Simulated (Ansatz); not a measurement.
Ansatz (a first-principles code) input:

Ansatz 0.2 input:
```yaml
crystal:
  periodic: [false, false, false]
  atoms:
    - {symbol: Fe, position_ang: [-0.00000000, -0.00000000, -0.05817560]}
    - {symbol: H, position_ang: [0.00000000, 0.00000000, 1.51256555]}
basis:
  gaussian:
    orbitals: def2-SVPD
magnetization: {spin_polarized: true, initial_magnetization: 3}
correlation: {method: ccsd_t, electrons: outside_noble_gas}
output: {forces: true}
```

### Question
What final total energy does it print?

### Answer
-1262.94196 Eh (CCSD(T)/def2-SVPD). The basis has 42 functions.

The spin state was set by rule; other spins were not relaxed.

The program attaches cautions to this result: other amplitudes.

The determinant is spin-contaminated: <S^2> is 4.74 against 3.75 for a pure state.
